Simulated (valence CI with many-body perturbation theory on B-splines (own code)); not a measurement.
Yb47+: E2, M1 decay

Method: configuration interaction combined with many-body perturbation theory (CI+MBPT): five valence electrons over a frozen Dirac-Fock core [Ar], a basis of 7 s, 7 p, 8 d, 6 f, 4 g, 1 h functions for each j, with the one-electron correlation potential Σ1 (screened to all orders), the two-electron term Σ2, the three-electron term Σ3, Breit, model QED; selected single and double excitations, second order for the rest (own B-spline code, finite nucleus).

The last digits are not significant, and no measured levels were compared; by estimate large intervals hold to a few tenths of a per cent, small ones and those within an open d or f shell to about a per cent. The list stops below the first excitations out of the core. Only levels of the ground parity were solved; by the run's estimate the other parity begins above the list, which can be wrong where configurations are misplaced.

Lines 1 to 50 of 120 in falling wavelength, among levels below 1855800 cm⁻¹, chosen from the decays that carry over 1 % of a level's rate. Wavelengths and rates use the calculated energies. Electric multipoles are in the length gauge, E1 and E2 with the static RPA response of the core. S is in atomic units (e²a₀⁴ for E2 and M2, e²a₀⁶ for E3), for M1 in squared Bohr magnetons. Weak lines are less certain than strong ones. Lines between different terms over intervals too small for the method are left out, as are lines whose strength nearly cancels.

Levels are named by their leading jj configuration (3d3/2^4 stands for four electrons in 3d with j = 3/2), which in mixed levels can hold well under half, so a name can repeat and another be missing. Letters in brackets count levels of one name in rising energy.

| λ vac (nm) | Upper | Lower | Type | A (s⁻¹) | S (a.u.) |
| --- | --- | --- | --- | --- | --- |
| 924.8 | (3d3/2^3 3d5/2^2) J=11/2 | (3d3/2^3 3d5/2^2) J=7/2 [a] | E2 | 3.10e-08 | 2.25e-05 |
| 253.1 | (3d3/2^3 3d5/2^2) J=9/2 | (3d3/2^3 3d5/2^2) J=11/2 | M1 | 5.42e+02 | 3.26e+00 |
| 198.7 | (3d3/2^3 3d5/2^2) J=9/2 | (3d3/2^3 3d5/2^2) J=7/2 [a] | M1 | 1.26e+03 | 3.66e+00 |
| 157.4 | (3d3/2^3 3d5/2^2) J=5/2 [b] | (3d3/2^3 3d5/2^2) J=3/2 [a] | M1 | 2.02e+03 | 1.76e+00 |
| 116.2 | (3d3/2^3 3d5/2^2) J=1/2 | (3d3/2^3 3d5/2^2) J=3/2 [a] | M1 | 1.51e+04 | 1.76e+00 |
| 89.41 | (3d3/2^3 3d5/2^2) J=7/2 [b] | (3d3/2^3 3d5/2^2) J=7/2 [a] | M1 | 3.11e+03 | 6.59e-01 |
| 75.98 | (3d3/2^3 3d5/2^2) J=3/2 [b] | (3d3/2^3 3d5/2^2) J=1/2 | M1 | 2.86e+03 | 1.86e-01 |
| 75.10 | (3d3/2^2 3d5/2^3) J=1/2 [b] | (3d3/2^2 3d5/2^3) J=3/2 [a] | M1 | 2.54e+04 | 7.99e-01 |
| 67.61 | (3d3/2^2 3d5/2^3) J=9/2 [c] | (3d3/2^2 3d5/2^3) J=9/2 [b] | M1 | 2.13e+04 | 2.45e+00 |
| 64.88 | (3d3/2^3 3d5/2^2) J=3/2 [b] | (3d3/2^3 3d5/2^2) J=5/2 [b] | M1 | 8.92e+03 | 3.61e-01 |
| 60.34 | (3d3/2^3 3d5/2^2) J=5/2 [b] | (3d3/2^3 3d5/2^2) J=5/2 [a] | M1 | 3.98e+04 | 1.95e+00 |
| 55.05 | (3d3/2^2 3d5/2^3) J=3/2 [c] | (3d3/2^2 3d5/2^3) J=1/2 [b] | M1 | 1.48e+04 | 3.65e-01 |
| 46.38 | (3d3/2^2 3d5/2^3) J=3/2 [b] | (3d3/2^2 3d5/2^3) J=5/2 [a] | M1 | 1.27e+04 | 1.88e-01 |
| 45.95 | (3d3/2^3 3d5/2^2) J=3/2 [b] | (3d3/2^3 3d5/2^2) J=3/2 [a] | M1 | 2.36e+04 | 3.40e-01 |
| 44.80 | (3d3/2^2 3d5/2^3) J=1/2 [a] | (3d3/2^3 3d5/2^2) J=3/2 [b] | M1 | 1.02e+05 | 6.79e-01 |
| 43.21 | (3d3/2^2 3d5/2^3) J=3/2 [c] | (3d3/2^2 3d5/2^3) J=5/2 [c] | M1 | 3.76e+04 | 4.50e-01 |
| 42.94 | (3d3/2^2 3d5/2^3) J=3/2 [a] | (3d3/2^3 3d5/2^2) J=3/2 [b] | M1 | 3.46e+04 | 4.07e-01 |
| 41.16 | (3d3/2^2 3d5/2^3) J=5/2 [b] | (3d3/2^3 3d5/2^2) J=3/2 [b] | M1 | 6.56e+04 | 1.02e+00 |
| 32.36 | (3d3/2^2 3d5/2^3) J=9/2 [a] | (3d3/2^3 3d5/2^2) J=7/2 [b] | M1 | 1.22e+05 | 1.54e+00 |
| 31.62 | (3d3/2^2 3d5/2^3) J=5/2 [c] | (3d3/2^3 3d5/2^2) J=3/2 [b] | M1 | 3.42e+05 | 2.41e+00 |
| 31.26 | (3d3/2^3 3d5/2^2) J=3/2 [b] | (3d3/2^3 3d5/2^2) J=5/2 [a] | M1 | 1.92e+04 | 8.70e-02 |
| 31.03 | (3d3/2^2 3d5/2^3) J=5/2 [d] | (3d3/2^2 3d5/2^3) J=5/2 [b] | M1 | 8.10e+04 | 5.38e-01 |
| 30.90 | (3d3/2^2 3d5/2^3) J=3/2 [b] | (3d3/2^3 3d5/2^2) J=3/2 [b] | M1 | 1.12e+04 | 4.89e-02 |
| 30.76 | (3d3/2^2 3d5/2^3) J=7/2 [a] | (3d3/2^3 3d5/2^2) J=5/2 [b] | M1 | 2.56e+05 | 2.21e+00 |
| 30.71 | (3d3/2^2 3d5/2^3) J=5/2 [a] | (3d3/2^3 3d5/2^2) J=3/2 [a] | M1 | 4.35e+04 | 2.80e-01 |
| 30.09 | (3d3/2^2 3d5/2^3) J=5/2 [d] | (3d3/2^2 3d5/2^3) J=3/2 [a] | M1 | 2.31e+04 | 1.40e-01 |
| 29.57 | (3d3/2^2 3d5/2^3) J=5/2 [a] | (3d3/2^3 3d5/2^2) J=7/2 [a] | M1 | 2.34e+05 | 1.35e+00 |
| 29.02 | (3d3/2^3 3d5/2^2) J=5/2 [a] | (3d3/2^4 3d5/2) J=5/2 | M1 | 1.42e+06 | 7.73e+00 |
| 28.51 | (3d3/2^2 3d5/2^3) J=7/2 [a] | (3d3/2^3 3d5/2^2) J=9/2 | M1 | 4.05e+05 | 2.78e+00 |
| 28.35 | (3d3/2 3d5/2^4) J=7/2 [a] | (3d3/2^2 3d5/2^3) J=5/2 [c] | M1 | 2.37e+05 | 1.60e+00 |
| 28.18 | (3d3/2^2 3d5/2^3) J=1/2 [a] | (3d3/2^3 3d5/2^2) J=1/2 | M1 | 6.87e+05 | 1.14e+00 |
| 28.14 | (3d3/2^2 3d5/2^3) J=11/2 | (3d3/2^3 3d5/2^2) J=9/2 | M1 | 1.62e+05 | 1.60e+00 |
| 27.68 | (3d3/2^2 3d5/2^3) J=5/2 [b] | (3d3/2^3 3d5/2^2) J=7/2 [b] | M1 | 1.65e+05 | 7.79e-01 |
| 27.44 | (3d3/2^2 3d5/2^3) J=3/2 [a] | (3d3/2^3 3d5/2^2) J=1/2 | M1 | 1.34e+05 | 4.10e-01 |
| 27.32 | (3d3/2^2 3d5/2^3) J=1/2 [b] | (3d3/2^3 3d5/2^2) J=3/2 [b] | M1 | 2.44e+04 | 3.69e-02 |
| 26.99 | (3d3/2^2 3d5/2^3) J=9/2 [a] | (3d3/2^3 3d5/2^2) J=9/2 | M1 | 1.23e+04 | 8.93e-02 |
| 26.83 | (3d3/2 3d5/2^4) J=9/2 | (3d3/2^2 3d5/2^3) J=7/2 [c] | M1 | 2.32e+05 | 1.66e+00 |
| 26.75 | (3d3/2 3d5/2^4) J=5/2 [a] | (3d3/2^2 3d5/2^3) J=3/2 [a] | M1 | 3.11e+05 | 1.32e+00 |
| 26.48 | (3d3/2 3d5/2^4) J=3/2 [a] | (3d3/2^2 3d5/2^3) J=5/2 [c] | M1 | 3.17e+05 | 8.73e-01 |
| 25.90 | (3d3/2 3d5/2^4) J=7/2 [a] | (3d3/2^2 3d5/2^3) J=9/2 [b] | M1 | 2.50e+05 | 1.29e+00 |
| 25.84 | (3d3/2^2 3d5/2^3) J=3/2 [a] | (3d3/2^3 3d5/2^2) J=5/2 [b] | M1 | 5.42e+05 | 1.39e+00 |
| 25.36 | (3d3/2^2 3d5/2^3) J=5/2 [d] | (3d3/2^2 3d5/2^3) J=7/2 [a] | M1 | 2.87e+05 | 1.04e+00 |
| 25.33 | (3d3/2^2 3d5/2^3) J=11/2 | (3d3/2^3 3d5/2^2) J=11/2 | M1 | 1.01e+06 | 7.29e+00 |
| 25.18 | (3d3/2^2 3d5/2^3) J=5/2 [b] | (3d3/2^3 3d5/2^2) J=5/2 [b] | M1 | 6.50e+05 | 2.31e+00 |
| 25.07 | (3d3/2 3d5/2^4) J=11/2 | (3d3/2^2 3d5/2^3) J=9/2 [b] | M1 | 2.30e+05 | 1.61e+00 |
| 24.93 | (3d3/2^2 3d5/2^3) J=7/2 [a] | (3d3/2^3 3d5/2^2) J=7/2 [a] | M1 | 6.17e+05 | 2.84e+00 |
| 24.93 | (3d3/2^2 3d5/2^3) J=9/2 [b] | (3d3/2^3 3d5/2^2) J=7/2 [b] | M1 | 1.84e+05 | 1.06e+00 |
| 24.39 | (3d3/2^2 3d5/2^3) J=9/2 [a] | (3d3/2^3 3d5/2^2) J=11/2 | M1 | 4.07e+05 | 2.19e+00 |
| 23.83 | (3d3/2^2 3d5/2^3) J=7/2 [b] | (3d3/2^3 3d5/2^2) J=7/2 [b] | M1 | 1.94e+05 | 7.81e-01 |
| 23.76 | (3d3/2^2 3d5/2^3) J=9/2 [a] | (3d3/2^3 3d5/2^2) J=7/2 [a] | M1 | 6.18e+05 | 3.07e+00 |
